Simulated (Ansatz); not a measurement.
Born–Oppenheimer molecular dynamics of C$_{2}$H$_{6}$ClFSi$_{2}$ (12 atoms, charge 0, multiplicity 1). It starts from a relaxed structure.

These are results of RKS PBE0-D4/6-31G (Ansatz), not measurements.

- ensemble: NVT, Langevin thermostat
- time step: 0.5 fs
- steps asked: 149
- set temperature: 300 K
- friction: 0.01 /fs
- masses: H 2.014 u
- seed: 245938

First frame:

```xyz
12
Properties=species:S:1:pos:R:3
C -0.515 -0.942 1.575
Si 0.648 -0.408 0.190
Cl 2.543 0.278 1.040
Si 0.789 1.342 -2.462
C -0.144 1.076 -0.784
F -1.538 0.652 -0.894
H -0.133 -1.830 2.087
H -1.496 -1.164 1.144
H -0.628 -0.135 2.304
H -0.331 0.629 -3.270
H 0.998 -1.519 -0.757
H -0.117 1.965 -0.139
```

**Question.** How far do the bonds stretch over the last three quarters of this one trajectory? (Pairs bonded in most of those frames.)

**Answer.** 
```csv
bond,mean (Å),spread (Å),shortest,longest
C1–Si2,1.888,0.027,1.84,1.93
C1–H7,1.100,0.047,1.02,1.17
C1–H8,1.099,0.029,1.04,1.16
C1–H9,1.096,0.029,1.05,1.15
Si2–Cl3,2.207,0.027,2.16,2.24
Si2–C5,1.945,0.022,1.91,1.99
Si2–H11,1.510,0.021,1.48,1.54
Si4–C5,1.949,0.042,1.89,2.00
Si4–H10,1.553,0.022,1.52,1.60
C5–F6,1.466,0.029,1.41,1.52
C5–H12,1.103,0.046,1.03,1.18
```

Mean temperature of the second half: 317 K. A run of 0.074 ps of so small a system gives no equilibrium averages. Limits of this set-up: no polarisation functions.

The run took 9.5 min on 1 thread of Arm Neoverse V2, with other jobs on the host, peak memory 0.17 GiB.
